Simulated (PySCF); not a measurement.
SMILES c1c(C#[NH+])cccc1 (C7H6N (cation, charge +1)), singlet (B3LYP/def2-SVP optimised geometry):

```
14

N      1.980     2.350     0.000
C      1.398     1.351     0.000
C      0.691     0.138     0.000
C      1.413    -1.084     0.000
C      0.699    -2.275     0.000
C     -0.704    -2.256     0.000
C     -1.413    -1.046     0.000
C     -0.728     0.163     0.000
H      2.491     3.226     0.000
H      2.505    -1.084     0.000
H      1.235    -3.226     0.000
H     -1.253    -3.201     0.000
H     -2.505    -1.049     0.000
H     -1.267     1.112     0.000
```

Calculation: PySCF with B3LYP/def2-TZVP.

### Question
What are the frontier orbital energies?

### Answer
HOMO-2 -14.36 eV, HOMO-1 -12.25 eV, HOMO -11.95 eV, LUMO -7.10 eV, LUMO+1 -6.22 eV.

On the same geometry PBE/def2-TZVP (PySCF 2.14.0) gives HOMO-2 -13.08 eV, HOMO-1 -11.53 eV, HOMO -11.23 eV, LUMO -7.77 eV, LUMO+1 -7.10 eV.

Meta-Löwdin charges at B3LYP/def2-TZVP: N1 -0.11, C2 0.36, C3 -0.06, C4 -0.06, C5 -0.08, C6 -0.03, C7 -0.08, C8 -0.06, H9 0.36, H10 0.15, H11 0.16, H12 0.16, H13 0.16, H14 0.15.
